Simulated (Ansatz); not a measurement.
A set of 12 reactions (hydrogen abstraction), with CCSD(T)/CBS values in kJ/mol:

```tsv
reaction	ΔE
`C[O][GaH][SH]` + F• → `C[O][Ga][SH]`• + H–F	-234.4
`N#[C][GeH3]` + `[SiH3]`• → `N#[C][GeH2]`• + SiH₄	-23.9
`CBC` + Cl• → `[CH2]BC`• + HCl	-22.9
`[OH][SnH2][Cl]` + H• → `[OH][SnH][Cl]`• + H₂	-133.7
`[SH][GaH][Cl]` + Cl• → `[SH][Ga][Cl]`• + HCl	-94.3
`[Cl][SnH3]` + H• → `[Cl][SnH2]`• + H₂	-124.1
`CBC` + H• → `[CH2]BC`• + H₂	-32.9
`CBC` + `[OH]`• → `C[B]C`• + H₂O	-70.3
`N#[C][SnH3]` + Cl• → `N#[C][SnH2]`• + HCl	-108.5
`[OH][SnH2][Cl]` + Cl• → `[OH][SnH][Cl]`• + HCl	-123.6
`N#[C][SnH3]` + F• → `N#[C][SnH2]`• + H–F	-253.9
`C[SiH2]C` + `[SiH3]`• → `C[SiH]C`• + SiH₄	6.8
```

Computed with Ansatz on PBE0-D4/def2-TZVP structures; ΔE is electronic, products minus reactants. CBS: MP2 limit from def2 TZ/QZ plus the TZ coupled-cluster correction, frozen cores. This one scheme is used for every species, atoms too. Functionals use def2-TZVPP. B3LYP here is the variant with VWN-RPA as its local correlation; programs differ in this. HSE06 is defined as in plane-wave codes. Open shells (•) are unrestricted, without spin–orbit coupling. Spin–orbit coupling would lower the free atoms: a little for Cl, F. Elements past krypton have def2 core potentials. For Ga, Ge, Sn outer-core shells are correlated without core-valence functions, so the limit isn't a true one: a few kJ/mol of doubt a bond, and 10 to 20 or more in all where bonds break to atoms. Scalar relativity is left out up to krypton. One conformer a species, not always the lowest.

Problem. Give the mean, mean absolute and largest difference (level minus CCSD(T)/CBS, kJ/mol) for: PBE-D4, revPBE-D4, r2SCAN-D4, B3LYP-D4, HSE06-D4, B2PLYP, PBE, r2SCAN, r2SCANh, r2SCAN0, HSE06, SCS-MP2/def2-QZVPP, HF/CBS(def2), CCSD/CBS(def2). (Best estimate.)

Solution. Ansatz gave: 
| level | mean | mean absolute | largest |
| --- | --- | --- | --- |
| PBE-D4 | -14.5 | 16.0 | -32.6 |
| revPBE-D4 | -13.1 | 13.1 | -28.1 |
| r2SCAN-D4 | -9.8 | 9.8 | -22.4 |
| B3LYP-D4 | -6.8 | 9.0 | -24.6 |
| HSE06-D4 | -3.5 | 5.7 | -16.1 |
| B2PLYP | -3.0 | 5.1 | -12.4 |
| PBE | -15.4 | 16.8 | -33.3 |
| r2SCAN | -10.1 | 10.1 | -22.7 |
| r2SCANh | -6.8 | 8.4 | -17.3 |
| r2SCAN0 | -2.0 | 8.3 | 15.5 |
| HSE06 | -4.2 | 6.1 | -17.2 |
| SCS-MP2/def2-QZVPP | 2.9 | 3.9 | 9.1 |
| HF/CBS(def2) | 37.3 | 38.7 | 101.6 |
| CCSD/CBS(def2) | 2.7 | 3.6 | 7.5 |

The largest T1 diagnostic in the set is 0.020, for `N#[C][GeH2]`• (customary mark 0.045).

CCSD(T)/CBS is a level of theory with its own doubt, and the functionals carry their triple-zeta basis error, so these figures describe this set and don't rank the functionals.
